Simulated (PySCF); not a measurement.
NMR parameters of MnO3Br

MnO3Br, BrMnO3, point group C3v.

Geometry (Å), atoms numbered from 1 in this order:
```xyz
5

Mn    0.076    0.144    0.077
O    -0.035   -0.037    1.595
O     1.537    0.164   -0.388
O    -0.687    1.386   -0.402
Br   -0.891   -1.657   -0.882
```

GIAO calculations in PySCF 2.14.0 with density-fitted response routines on the PBE0-D3(BJ)/def2-SVP structure: isolated species, non-relativistic, equivalent atoms averaged; basis pcSseg-1 (pcSseg-2 on Mn).

(1) Give the isotropic shieldings (ppm) with B3LYP, PBE, PBE0.

(2) And the chemical shifts, against references computed in the same way?

(3) Which part of the shielding of Br5 depends on the functional?

(4) What couplings does PBE/pcJ-1 (pcSseg-1 on Br, pcSseg-1 on Mn) give?

Answers

(1) 
| atoms | environment | B3LYP | PBE | PBE0 |
| --- | --- | --- | --- | --- |
| Br5 | bromine bonded to Mn | 1279 | 1212 | 1490 |
| Mn1 | Mn bonded to Br, 3 O | -4550 | -3481 | -4765 |
| O2/O3/O4 | oxygen bonded to Mn | -1365.0 | -995.5 | -1436.8 |
| HOMO–LUMO gap (eV) | – | 3.52 | 2.10 | 3.97 |

(2) 
| atoms | nucleus, reference | B3LYP | PBE | PBE0 |
| --- | --- | --- | --- | --- |
| Br5 | ⁷⁹Br, HBr | 1266 | 1340 | 1094 |
| Mn1 | ⁵⁵Mn, MnO4- | 345 | 193 | 395 |
| O2/O3/O4 | ¹⁷O, H2O | 1699.0 | 1330.1 | 1771.4 |

(3) Diamagnetic: B3LYP 3122, PBE 3122, PBE0 3122 ppm; paramagnetic: B3LYP -1843, PBE -1910, PBE0 -1631 ppm. The diamagnetic part, set mainly by inner electrons, hardly moves; the paramagnetic part goes with low-lying magnetically allowed excitations and carries the spread.

(4) ²J(O2,O3) = -2.7 Hz (averaged over equivalent pairs; isotopes ¹⁷O).

Relativistic effects, spin–orbit coupling among them, are left out; they matter for Br and for the light atoms bonded to it. Unscaled 17O shifts of doubly bonded oxygen tend to come out too high, by tens of ppm or more. Experimental scales use liquid or dissolved standards, which lie at an offset from isolated H2O (liquid H2O: subtract about 36 ppm).
